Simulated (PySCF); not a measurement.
# Basis-set dependence of population analyses: `FC1=C(F)C(F)(F)[C@@H]1F`

Compound: C₄HF₅.
Structure used (PBE0-D3(BJ)/def2-SVP), in Å, numbered top down from 1:
```
atom  x, y, z in Å
F1     1.6012    1.8367   -0.0894
C2     0.8209    0.7925   -0.0577
C3     1.0180   -0.5336   -0.0784
F4     2.0602   -1.3188   -0.0940
C5    -0.4450   -0.8335    0.0358
F6    -1.0301   -1.4338   -1.0057
F7    -0.8164   -1.4921    1.1484
C8    -0.6685    0.7077    0.0741
F9    -1.3851    1.1908   -0.9717
H10   -1.1060    1.0690    1.0195
```

PBE0 throughout (PySCF), one geometry, spherical d and f functions. Isolated species at its PBE0-D3(BJ)/def2-SVP geometry, gas phase. The first 7 of 10 kinds of atom are listed.

Mulliken charges (e):

| basis | functions | F1 | C2 | C3 | F4 | C5 | F6 | F7 |
| --- | --- | --- | --- | --- | --- | --- | --- | --- |
| STO-3G | 46 | -0.050 | +0.058 | +0.039 | -0.049 | +0.213 | -0.100 | -0.105 |
| 6-31G | 83 | -0.254 | +0.290 | +0.336 | -0.252 | +0.445 | -0.277 | -0.292 |
| pcSseg-0 | 83 | -0.324 | +0.296 | +0.375 | -0.331 | +0.543 | -0.319 | -0.330 |
| 6-31G* | 128 | -0.257 | +0.288 | +0.276 | -0.257 | +0.603 | -0.303 | -0.316 |
| cc-pVDZ | 131 | -0.102 | +0.088 | +0.117 | -0.101 | +0.293 | -0.170 | -0.183 |
| def2-SVP | 131 | -0.147 | +0.121 | +0.186 | -0.145 | +0.295 | -0.188 | -0.203 |
| aug-cc-pVDZ | 216 | -0.468 | +0.514 | +0.293 | -0.465 | +1.205 | -0.521 | -0.523 |
| 6-311+G(2d,p) | 249 | -0.310 | +0.521 | +0.263 | -0.330 | +0.632 | -0.292 | -0.296 |
| cc-pVTZ | 284 | -0.100 | +0.114 | +0.067 | -0.099 | +0.362 | -0.165 | -0.178 |
| def2-TZVP | 285 | -0.147 | +0.178 | +0.053 | -0.146 | +0.453 | -0.163 | -0.177 |
| IGLO-III | 325 | -0.203 | +0.257 | +0.212 | -0.199 | +0.449 | -0.225 | -0.244 |

IAO charges (e):

```csv
basis,functions,F1,C2,C3,F4,C5,F6,F7
STO-3G,46,-0.062,+0.075,+0.043,-0.063,+0.276,-0.124,-0.130
6-31G,83,-0.194,+0.221,+0.189,-0.193,+0.491,-0.251,-0.264
pcSseg-0,83,-0.180,+0.208,+0.174,-0.180,+0.481,-0.243,-0.256
6-31G*,128,-0.211,+0.237,+0.206,-0.211,+0.541,-0.270,-0.282
cc-pVDZ,131,-0.210,+0.237,+0.205,-0.210,+0.540,-0.269,-0.282
def2-SVP,131,-0.209,+0.238,+0.205,-0.209,+0.539,-0.270,-0.283
aug-cc-pVDZ,216,-0.220,+0.249,+0.218,-0.219,+0.549,-0.277,-0.291
"6-311+G(2d,p)",249,-0.221,+0.250,+0.219,-0.220,+0.548,-0.277,-0.291
cc-pVTZ,284,-0.220,+0.249,+0.217,-0.219,+0.553,-0.278,-0.291
def2-TZVP,285,-0.221,+0.251,+0.219,-0.221,+0.554,-0.279,-0.293
IGLO-III,325,-0.222,+0.251,+0.220,-0.221,+0.551,-0.278,-0.292
```

Hirshfeld charges (e):

```json
{"basis": "STO-3G", "functions": "46", "F1": "-0.001", "C2": "+0.009", "C3": "-0.010", "F4": "-0.002", "C5": "+0.157", "F6": "-0.070", "F7": "-0.077"}
{"basis": "6-31G", "functions": "83", "F1": "-0.048", "C2": "+0.073", "C3": "+0.054", "F4": "-0.048", "C5": "+0.172", "F6": "-0.098", "F7": "-0.107"}
{"basis": "pcSseg-0", "functions": "83", "F1": "-0.044", "C2": "+0.071", "C3": "+0.052", "F4": "-0.044", "C5": "+0.169", "F6": "-0.095", "F7": "-0.103"}
{"basis": "6-31G*", "functions": "128", "F1": "-0.044", "C2": "+0.069", "C3": "+0.053", "F4": "-0.044", "C5": "+0.165", "F6": "-0.092", "F7": "-0.100"}
{"basis": "cc-pVDZ", "functions": "131", "F1": "-0.036", "C2": "+0.062", "C3": "+0.044", "F4": "-0.036", "C5": "+0.154", "F6": "-0.085", "F7": "-0.092"}
{"basis": "def2-SVP", "functions": "131", "F1": "-0.043", "C2": "+0.070", "C3": "+0.052", "F4": "-0.043", "C5": "+0.163", "F6": "-0.090", "F7": "-0.097"}
{"basis": "aug-cc-pVDZ", "functions": "216", "F1": "-0.047", "C2": "+0.075", "C3": "+0.060", "F4": "-0.048", "C5": "+0.158", "F6": "-0.091", "F7": "-0.097"}
{"basis": "6-311+G(2d,p)", "functions": "249", "F1": "-0.049", "C2": "+0.076", "C3": "+0.061", "F4": "-0.049", "C5": "+0.158", "F6": "-0.092", "F7": "-0.099"}
{"basis": "cc-pVTZ", "functions": "284", "F1": "-0.045", "C2": "+0.073", "C3": "+0.057", "F4": "-0.046", "C5": "+0.157", "F6": "-0.090", "F7": "-0.096"}
{"basis": "def2-TZVP", "functions": "285", "F1": "-0.048", "C2": "+0.075", "C3": "+0.060", "F4": "-0.048", "C5": "+0.157", "F6": "-0.091", "F7": "-0.097"}
{"basis": "IGLO-III", "functions": "325", "F1": "-0.048", "C2": "+0.076", "C3": "+0.060", "F4": "-0.048", "C5": "+0.158", "F6": "-0.091", "F7": "-0.097"}
```

ESP-fitted charges (e):

```json
{"basis": "STO-3G", "functions": "46", "F1": "-0.033", "C2": "+0.081", "C3": "-0.028", "F4": "-0.025", "C5": "+0.352", "F6": "-0.127", "F7": "-0.145"}
{"basis": "6-31G", "functions": "83", "F1": "-0.116", "C2": "+0.146", "C3": "+0.081", "F4": "-0.114", "C5": "+0.546", "F6": "-0.235", "F7": "-0.268"}
{"basis": "pcSseg-0", "functions": "83", "F1": "-0.118", "C2": "+0.164", "C3": "+0.048", "F4": "-0.112", "C5": "+0.627", "F6": "-0.253", "F7": "-0.286"}
{"basis": "6-31G*", "functions": "128", "F1": "-0.063", "C2": "+0.100", "C3": "+0.038", "F4": "-0.059", "C5": "+0.361", "F6": "-0.157", "F7": "-0.183"}
{"basis": "cc-pVDZ", "functions": "131", "F1": "-0.063", "C2": "+0.096", "C3": "+0.029", "F4": "-0.060", "C5": "+0.419", "F6": "-0.176", "F7": "-0.205"}
{"basis": "def2-SVP", "functions": "131", "F1": "-0.077", "C2": "+0.109", "C3": "+0.038", "F4": "-0.073", "C5": "+0.450", "F6": "-0.189", "F7": "-0.219"}
{"basis": "aug-cc-pVDZ", "functions": "216", "F1": "-0.071", "C2": "+0.091", "C3": "+0.068", "F4": "-0.077", "C5": "+0.415", "F6": "-0.182", "F7": "-0.217"}
{"basis": "6-311+G(2d,p)", "functions": "249", "F1": "-0.071", "C2": "+0.093", "C3": "+0.068", "F4": "-0.077", "C5": "+0.420", "F6": "-0.184", "F7": "-0.221"}
{"basis": "cc-pVTZ", "functions": "284", "F1": "-0.067", "C2": "+0.095", "C3": "+0.053", "F4": "-0.067", "C5": "+0.387", "F6": "-0.169", "F7": "-0.202"}
{"basis": "def2-TZVP", "functions": "285", "F1": "-0.068", "C2": "+0.092", "C3": "+0.059", "F4": "-0.070", "C5": "+0.398", "F6": "-0.174", "F7": "-0.208"}
{"basis": "IGLO-III", "functions": "325", "F1": "-0.070", "C2": "+0.093", "C3": "+0.066", "F4": "-0.073", "C5": "+0.396", "F6": "-0.175", "F7": "-0.210"}
```

Which scheme is steadiest as the basis changes?

Largest range over the bases for any column: Hirshfeld 0.07 e, ESP-fitted 0.27 e, IAO 0.28 e, Mulliken 0.99 e. Hirshfeld charges move least and Mulliken charges most, counted in e. Without the minimal STO-3G basis the ranges are Hirshfeld 0.02, ESP-fitted 0.27, IAO 0.07, Mulliken 0.91 e.

How much do the charges still move between the two largest bases, def2-TZVP and IGLO-III?

At most, over all atoms: Mulliken 0.159 e, IAO 0.003 e, Hirshfeld 0.002 e, ESP-fitted 0.007 e.

What do the same runs give for the total energy, the frontier levels and the dipole moment?

| basis | energy (Eh) | HOMO (eV) | LUMO (eV) | μ (D) |
| --- | --- | --- | --- | --- |
| STO-3G | -642.4876 | -4.45 | 3.18 | 0.89 |
| 6-31G | -651.3346 | -8.68 | -0.87 | 1.74 |
| pcSseg-0 | -649.9756 | -8.94 | -1.18 | 1.75 |
| 6-31G* | -651.5007 | -8.18 | -0.20 | 1.44 |
| cc-pVDZ | -651.5528 | -8.33 | -0.34 | 1.49 |
| def2-SVP | -651.0209 | -8.50 | -0.54 | 1.53 |
| aug-cc-pVDZ | -651.6091 | -8.67 | -0.71 | 1.61 |
| 6-311+G(2d,p) | -651.7315 | -8.72 | -0.75 | 1.65 |
| cc-pVTZ | -651.7625 | -8.53 | -0.51 | 1.54 |
| def2-TZVP | -651.7989 | -8.61 | -0.60 | 1.58 |
| IGLO-III | -651.8065 | -8.67 | -0.68 | 1.61 |

The dipole is fixed by the density alone, so its range of 0.86 D shows that the density itself changes with the basis, not only its division among atoms.
